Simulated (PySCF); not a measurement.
Electric field gradients and quadrupole coupling constants

C6H10ClFSi.
Z-matrix (Å and degrees, GFN2-xTB geometry), rows numbered from 1:
```
C 
C   1  1.4977
C   2  1.3329  1  122.58
Si  3  1.8683  2  123.91  1   179.59
C   4  1.9215  3  102.80  2     0.44
F   5  1.3908  4  110.15  3   -91.19
C   5  1.5183  4  110.26  3    27.82
Cl  7  1.7819  5  106.48  4    61.59
C   2  1.5063  1  113.86  3   179.42
H   1  1.0903  2  109.88  3   113.98
H   1  1.0865  2  111.26  3    -6.35
H   1  1.0896  2  110.29  3  -127.41
H   3  1.0823  2  117.92  1    -0.24
H   4  1.4639  3  112.91  2  -113.61
H   4  1.4646  3  113.26  2   117.63
H   5  1.0946  4  113.17  3   151.32
H   7  1.0954  5  111.13  4   177.18
H   9  1.0959  2  108.70  1   -89.45
H   9  1.0931  2  108.89  1    27.34
```

Field gradients from the PBE0/pcSseg-1 density (PySCF, non-relativistic), principal values in atomic units, ordered |Vxx| ≤ |Vyy| ≤ |Vzz|:

```tsv
atom	Vxx	Vyy	Vzz
Cl8	-1.8118	-2.0258	3.8376
```

Q: Find the asymmetry η = (Vxx − Vyy)/Vzz and the couplings χ = eQV/h (234.96 MHz × Q in barn × V in au), with Q(35Cl) = −0.0817 b.

A: 
```tsv
atom	environment	nucleus	η	χzz (MHz)	χxx (MHz)	χyy (MHz)
Cl8	alkyl chlorine	35Cl	0.06	-73.67	34.78	38.89
```

Q: What is Vzz at Cl8 in SI units (1 au = 9.71736 × 10²¹ V/m²)?

A: 3.8376 au = 37.291 × 10²¹ V/m².

Q: What couplings would deuterons (Q(2H) = 0.00286 b) have in place of the hydrogens, at this geometry?

A: 
```json
{"atom": "H10", "bonded to": "C1", "bond length (Å)": "1.090", "Vzz (au)": "0.3095", "η": "0.03", "χzz (kHz)": "208"}
{"atom": "H11", "bonded to": "C1", "bond length (Å)": "1.087", "Vzz (au)": "0.3154", "η": "0.03", "χzz (kHz)": "212"}
{"atom": "H12", "bonded to": "C1", "bond length (Å)": "1.090", "Vzz (au)": "0.3109", "η": "0.03", "χzz (kHz)": "209"}
{"atom": "H13", "bonded to": "C3", "bond length (Å)": "1.082", "Vzz (au)": "0.3297", "η": "0.06", "χzz (kHz)": "222"}
{"atom": "H14", "bonded to": "Si4", "bond length (Å)": "1.464", "Vzz (au)": "0.1618", "η": "0.01", "χzz (kHz)": "109"}
{"atom": "H15", "bonded to": "Si4", "bond length (Å)": "1.465", "Vzz (au)": "0.1618", "η": "0.03", "χzz (kHz)": "109"}
{"atom": "H16", "bonded to": "C5", "bond length (Å)": "1.095", "Vzz (au)": "0.2913", "η": "0.08", "χzz (kHz)": "196"}
{"atom": "H17", "bonded to": "C7", "bond length (Å)": "1.095", "Vzz (au)": "0.2879", "η": "0.03", "χzz (kHz)": "194"}
{"atom": "H18", "bonded to": "C9", "bond length (Å)": "1.096", "Vzz (au)": "0.2942", "η": "0.03", "χzz (kHz)": "198"}
{"atom": "H19", "bonded to": "C9", "bond length (Å)": "1.093", "Vzz (au)": "0.2976", "η": "0.05", "χzz (kHz)": "200"}
```

Isolated species at its GFN2-xTB geometry (one conformer only). GFN2-xTB bond lengths can be off by several hundredths of an ångström, more for odd bonds, and the gradients follow them. These gradients aren't converged with respect to the basis.
